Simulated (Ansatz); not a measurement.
Isolated molecules relaxed with PBE0-D4/def2-TZVP in Ansatz; ΔE leaves out vibrations. CBS: MP2 limit from def2 TZ/QZ plus the TZ coupled-cluster correction, frozen cores. This one scheme is used for every species. DFT in def2-TZVPP. HSE06 is defined as in plane-wave codes.

Reaction (formal exchange of groups at the Si–Si bond): `[SiH3][SiH]1CS1` + CH₄ → `C[SiH]1CS1` + SiH₄

```csv
level,ΔE (kcal/mol),difference from CCSD(T)/CBS
r2SCAN-D4,2.6,1.0
B97M-V,2.8,1.2
CAM-B3LYP-D4,0.8,-0.8
revPBE,4.4,2.8
r2SCANh,2.3,0.7
HSE06,3.2,1.6
BHLYP,0.3,-1.3
RPA@PBE/def2-TZVPP,0.9,-0.7
HF/def2-SVP,-0.8,-2.4
MP2/CBS(def2),0.8,-0.8
CCSD(T)/CBS,1.6,0
```

Largest T1 diagnostic among the species: 0.013.

In def2-TZVPP, CCSD(T) changes the Hartree–Fock value by +2.4 kcal/mol (the triples alone add +0.5 kcal/mol) and MP2 by +1.5 kcal/mol. From BLYP to BHLYP (50 % exact exchange), in def2-TZVPP and without D4, ΔE moves by −2.0 kcal/mol. Leaving LDA and LC-ωPBE aside and taking each functional with its dispersion term where it has one, the values, not all of them listed here, spread over 4.4 kcal/mol, from ωB97M-V to PBE-D4. LDA lies −1.0 kcal/mol from PBE without D4.
